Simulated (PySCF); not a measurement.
Input and output of a core-ionisation job on `C=CC(=O)[SiH](F)F`.

Theory: delta-SCF UKS SCAN, pcX-2 on the ionised atom, pcseg-1 elsewhere, spin-free X2C (PySCF).

Input of the driver that calls PySCF (job settings, then Cartesian coordinates in Å):

```
{"job": {"kind": "xps"}, "charge": 0, "multiplicity": 1}
C      1.3628     1.0203     0.5024
C      1.3273    -0.2978     0.3465
C      0.0821    -1.0701     0.2064
O      0.1094    -2.2857     0.1399
Si    -1.6284    -0.1936     0.1089
F     -1.8796     0.7027     1.4133
F     -1.6169     0.9232    -1.0402
H      0.4669     1.6193     0.5349
H      2.2941     1.5517     0.6076
H      2.2332    -0.8901     0.3226
H     -2.7455    -1.0771    -0.0884
```

Output:

```
ground state, core basis on atom 0 (C), 153 functions
  cycle   1  E = -681.65732442  |g| = 9.39e-01
  cycle   2  E = -680.91854012  |g| = 2.11e+00
  cycle   3  E = -681.78363766  |g| = 4.22e-01
  cycle   4  E = -681.82138216  |g| = 1.20e-01
  cycle   5  E = -681.82373580  |g| = 5.58e-02
  cycle   6  E = -681.82451040  |g| = 1.71e-02
  cycle   7  E = -681.82457652  |g| = 6.33e-03
  cycle   8  E = -681.82458816  |g| = 1.15e-03
  cycle   9  E = -681.82458556  |g| = 5.13e-04
  cycle  10  E = -681.82458584  |g| = 9.58e-05
  E(ground) = -681.85567696 Eh
hole in C 1s of atom 0
  cycle   1  E = -670.53623773  |g| = 1.50e+00
  cycle   2  E = -668.71495800  |g| = 2.23e+00
  cycle   3  E = -670.56293379  |g| = 1.08e+00
  cycle   4  E = -671.04660744  |g| = 4.17e-01
  cycle   5  E = -671.09335608  |g| = 2.27e-01
  cycle   6  E = -671.11547150  |g| = 3.95e-02
  cycle   7  E = -671.11620243  |g| = 1.53e-02
  cycle   8  E = -671.11630545  |g| = 9.03e-03
  cycle   9  E = -671.11636957  |g| = 3.96e-03
  cycle  10  E = -671.11640916  |g| = 2.87e-03
  cycle  11  E = -671.11643210  |g| = 2.06e-03
  cycle  12  E = -671.11644333  |g| = 1.34e-03
  cycle  13  E = -671.11644988  |g| = 5.30e-04
  cycle  14  E = -671.11644937  |g| = 4.48e-04
  E(ion) = -671.14664941 Eh   <S^2> = 0.8136   hole on atom = 1.000   binding energy = 291.407 eV
ground state, core basis on atom 1 (C), 153 functions
  cycle   1  E = -681.82556873  |g| = 6.36e-02
  cycle   2  E = -681.82459306  |g| = 6.77e-02
  cycle   3  E = -681.82524641  |g| = 4.64e-02
  cycle   4  E = -681.82574916  |g| = 2.07e-02
  cycle   5  E = -681.82583867  |g| = 3.83e-03
  cycle   6  E = -681.82584373  |g| = 5.54e-04
  cycle   7  E = -681.82584368  |g| = 2.55e-04
  E(ground) = -681.85708745 Eh
hole in C 1s of atom 1
  cycle   1  E = -670.54508890  |g| = 1.51e+00
  cycle   2  E = -669.48893323  |g| = 2.09e+00
  cycle   3  E = -670.90292153  |g| = 7.16e-01
  cycle   4  E = -670.96840569  |g| = 6.00e-01
  cycle   5  E = -671.10380262  |g| = 1.64e-01
  cycle   6  E = -671.11575287  |g| = 5.78e-02
  cycle   7  E = -671.11757848  |g| = 1.23e-02
  cycle   8  E = -671.11765831  |g| = 8.47e-03
  cycle   9  E = -671.11770029  |g| = 3.78e-03
  cycle  10  E = -671.11771512  |g| = 2.13e-03
  cycle  11  E = -671.11772258  |g| = 1.07e-03
  cycle  12  E = -671.11772661  |g| = 4.66e-04
  E(ion) = -671.14866130 Eh   <S^2> = 0.7931   hole on atom = 1.000   binding energy = 291.391 eV
ground state, core basis on atom 2 (C), 153 functions
  cycle   1  E = -681.83023209  |g| = 5.96e-02
  cycle   2  E = -681.82996931  |g| = 3.76e-02
  cycle   3  E = -681.82982641  |g| = 4.29e-02
  cycle   4  E = -681.83032775  |g| = 1.08e-02
  cycle   5  E = -681.83035463  |g| = 3.40e-03
  cycle   6  E = -681.83035570  |g| = 6.76e-04
  cycle   7  E = -681.83035701  |g| = 7.73e-05
  E(ground) = -681.86071441 Eh
hole in C 1s of atom 2
  cycle   1  E = -670.48042515  |g| = 1.51e+00
  cycle   2  E = -668.64886362  |g| = 2.30e+00
  cycle   3  E = -670.58621689  |g| = 9.19e-01
  cycle   4  E = -670.73858951  |g| = 8.02e-01
  cycle   5  E = -671.02219160  |g| = 2.28e-01
  cycle   6  E = -671.04501582  |g| = 9.93e-02
  cycle   7  E = -671.04819716  |g| = 2.69e-02
  cycle   8  E = -671.04850671  |g| = 9.89e-03
  cycle   9  E = -671.04859570  |g| = 6.39e-03
  cycle  10  E = -671.04865242  |g| = 4.33e-03
  cycle  11  E = -671.04869612  |g| = 3.57e-03
  cycle  12  E = -671.04875890  |g| = 3.15e-03
  cycle  13  E = -671.04881684  |g| = 2.46e-03
  cycle  14  E = -671.04883474  |g| = 1.18e-03
  cycle  15  E = -671.04884099  |g| = 6.75e-04
  cycle  16  E = -671.04884098  |g| = 5.47e-04
  cycle  17  E = -671.04884131  |g| = 1.66e-04
  E(ion) = -671.07866322 Eh   <S^2> = 0.8359   hole on atom = 1.000   binding energy = 293.395 eV
ground state, core basis on atom 3 (O), 153 functions
  cycle   1  E = -681.85219047  |g| = 9.67e-02
  cycle   2  E = -681.85033383  |g| = 1.02e-01
  cycle   3  E = -681.85064567  |g| = 9.41e-02
  cycle   4  E = -681.85242805  |g| = 9.78e-03
  cycle   5  E = -681.85244991  |g| = 2.04e-03
  cycle   6  E = -681.85245068  |g| = 6.53e-04
  cycle   7  E = -681.85245182  |g| = 9.11e-05
  E(ground) = -681.88069814 Eh
hole in O 1s of atom 3
  cycle   1  E = -661.22928015  |g| = 2.22e+00
  cycle   2  E = -660.24533580  |g| = 2.39e+00
  cycle   3  E = -661.76677509  |g| = 7.43e-01
  cycle   4  E = -661.79025131  |g| = 6.71e-01
  cycle   5  E = -662.06825506  |g| = 1.29e-01
  cycle   6  E = -662.07749078  |g| = 5.42e-02
  cycle   7  E = -662.07893584  |g| = 1.13e-02
  cycle   8  E = -662.07898763  |g| = 6.11e-03
  cycle   9  E = -662.07900829  |g| = 2.72e-03
  cycle  10  E = -662.07901410  |g| = 9.41e-04
  cycle  11  E = -662.07901528  |g| = 7.58e-04
  cycle  12  E = -662.07901567  |g| = 3.73e-04
  E(ion) = -662.10851278 Eh   <S^2> = 0.7717   hole on atom = 1.000   binding energy = 538.029 eV
ground state, core basis on atom 4 (Si), 164 functions
  cycle   1  E = -681.93566636  |g| = 2.99e-01
  cycle   2  E = -681.92923230  |g| = 1.98e-01
  cycle   3  E = -681.91609125  |g| = 3.12e-01
  cycle   4  E = -681.93694916  |g| = 3.02e-02
  cycle   5  E = -681.93708840  |g| = 1.16e-02
  cycle   6  E = -681.93711793  |g| = 2.55e-03
  cycle   7  E = -681.93711883  |g| = 1.46e-03
  cycle   8  E = -681.93712062  |g| = 5.23e-04
  cycle   9  E = -681.93712001  |g| = 1.36e-04
  E(ground) = -681.92695090 Eh
hole in Si 1s of atom 4
  cycle   1  E = -612.93015109  |g| = 4.35e+00
  cycle   2  E = -611.29812358  |g| = 2.65e+00
  cycle   3  E = -609.87540940  |g| = 2.11e+00
  cycle   4  E = -613.82699434  |g| = 4.75e-01
  cycle   5  E = -613.73075216  |g| = 6.71e-01
  cycle   6  E = -613.94300660  |g| = 2.52e-01
  cycle   7  E = -613.96585470  |g| = 8.74e-02
  cycle   8  E = -613.96839643  |g| = 3.58e-02
  cycle   9  E = -613.96899325  |g| = 1.06e-02
  cycle  10  E = -613.96904283  |g| = 4.47e-03
  cycle  11  E = -613.96904903  |g| = 1.74e-03
  cycle  12  E = -613.96905049  |g| = 4.55e-04
  E(ion) = -613.96857872 Eh   <S^2> = 0.7521   hole on atom = 1.000   binding energy = 1849.241 eV
hole in Si 2p of atom 4
  cycle   1  E = -677.59764224  |g| = 1.24e+00
  cycle   2  E = -676.58276065  |g| = 1.61e+00
  cycle   3  E = -677.71894765  |g| = 5.77e-01
  cycle   4  E = -677.89569332  |g| = 1.71e-01
  cycle   5  E = -677.88630174  |g| = 2.22e-01
  cycle   6  E = -677.90451990  |g| = 8.66e-02
  cycle   7  E = -677.90811020  |g| = 2.29e-02
  cycle   8  E = -677.90834839  |g| = 9.51e-03
  cycle   9  E = -677.90839219  |g| = 3.06e-03
  cycle  10  E = -677.90839669  |g| = 1.06e-03
  cycle  11  E = -677.90839709  |g| = 5.34e-04
  cycle  12  E = -677.90839699  |g| = 1.31e-04
  E(ion) = -677.91009042 Eh   <S^2> = 0.7523   hole on atom = 1.003   binding energy = 109.304 eV
  2p3/2 = 109.153 eV   2p1/2 = 109.783 eV
ground state, core basis on atom 5 (F), 153 functions
  cycle   1  E = -681.87050906  |g| = 1.28e-01
  cycle   2  E = -681.86950567  |g| = 1.05e-01
  cycle   3  E = -681.87030597  |g| = 7.19e-02
  cycle   4  E = -681.87096090  |g| = 2.27e-02
  cycle   5  E = -681.87107454  |g| = 4.77e-03
  cycle   6  E = -681.87107712  |g| = 4.31e-04
  E(ground) = -681.90376750 Eh
hole in F 1s of atom 5
  cycle   1  E = -655.50782531  |g| = 2.58e+00
  cycle   2  E = -655.10653187  |g| = 2.28e+00
  cycle   3  E = -655.96079187  |g| = 9.53e-01
  cycle   4  E = -655.99404151  |g| = 9.20e-01
  cycle   5  E = -656.38784266  |g| = 1.56e-01
  cycle   6  E = -656.39272413  |g| = 1.19e-01
  cycle   7  E = -656.39806777  |g| = 3.01e-02
  cycle   8  E = -656.39849918  |g| = 9.31e-03
  cycle   9  E = -656.39853654  |g| = 4.66e-03
  cycle  10  E = -656.39854729  |g| = 1.13e-03
  cycle  11  E = -656.39854679  |g| = 4.29e-04
  E(ion) = -656.43785739 Eh   <S^2> = 0.7570   hole on atom = 1.000   binding energy = 692.963 eV
```

The program numbers atoms from 0. The cycles run on a coarser grid; E(ground) and E(ion) are re-evaluated on a finer one, so they differ from the last cycles. The 2p3/2 and 2p1/2 values come from a spin–orbit splitting computed afterwards within the 2p shell; their 2:1 mean is the average over the three 2p orbitals, so it can differ from the printed binding energy of the one hole solved. The run used up to 164 basis functions and 136 SCF iterations in all.

The run took 62 s on Arm Neoverse V2, one thread, shared host with 192 logical CPUs at a one-minute load of 77, and the process peaked at 0.55 GiB of memory.

Binding energies (atoms from 0): C1s of atom 0 291.41 eV; C1s of atom 1 291.39 eV; C1s of atom 2 293.39 eV; O1s of atom 3 538.03 eV; Si1s of atom 4 1849.24 eV; Si2p of atom 4 109.36 eV (mean of the shell); F1s of atom 5 692.96 eV.

One conformer (not necessarily the lowest) at the GFN2-xTB geometry, without solvent, vibrations or thermal averaging.
